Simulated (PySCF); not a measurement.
C6H10Si2, SMILES c1ccccc1[SiH2][SiH3], singlet, GFN2-xTB optimised geometry.

```
18

Si     3.46     0.02     2.17
Si     2.67     0.00     0.00
C      0.78     0.00     0.00
C      0.06     1.19     0.00
C     -1.32     1.20     0.04
C     -2.02     0.00     0.09
C     -1.32    -1.20     0.10
C      0.06    -1.19     0.05
H      4.79    -0.58     2.28
H      2.59    -0.71     3.10
H      3.58     1.38     2.71
H      3.09    -1.19    -0.76
H      3.10     1.17    -0.79
H      0.60     2.13    -0.04
H     -1.86     2.13     0.04
H     -3.10     0.00     0.13
H     -1.86    -2.13     0.13
H      0.60    -2.13     0.05
```

Density from PBE/def2-SVP in PySCF at that geometry.

Minimum of the electron density along straight lines between bonded atoms, close to the bond critical point (lines longer than 1.1 times the sum of covalent radii, or with two minima, are not listed):

| bond | length / Å | ρ at the minimum / e bohr⁻³ | ∇²ρ there / e bohr⁻⁵ | position (fraction from the first atom) |
|---|---|---|---|---|
| Si2–C3 | 1.889 | 0.112 | 0.32 | 0.38 |
| C3–C4 | 1.391 | 0.304 | -0.73 | 0.50 |
| C4–C5 | 1.383 | 0.310 | -0.77 | 0.50 |
| C5–C6 | 1.385 | 0.309 | -0.77 | 0.50 |
| C6–C7 | 1.385 | 0.309 | -0.77 | 0.50 |
| C3–C8 | 1.391 | 0.304 | -0.73 | 0.50 |
| C7–C8 | 1.383 | 0.310 | -0.77 | 0.50 |
| Si1–H9 | 1.466 | 0.115 | 0.32 | 0.49 |
| Si1–H10 | 1.466 | 0.115 | 0.31 | 0.49 |
| Si1–H11 | 1.466 | 0.115 | 0.31 | 0.49 |
| Si2–H12 | 1.471 | 0.114 | 0.31 | 0.49 |
| Si2–H13 | 1.471 | 0.114 | 0.31 | 0.49 |
| C4–H14 | 1.082 | 0.281 | -1.05 | 0.63 |
| C5–H15 | 1.081 | 0.280 | -1.05 | 0.63 |
| C6–H16 | 1.080 | 0.281 | -1.05 | 0.63 |
| C7–H17 | 1.081 | 0.280 | -1.05 | 0.63 |
| C8–H18 | 1.082 | 0.281 | -1.04 | 0.63 |
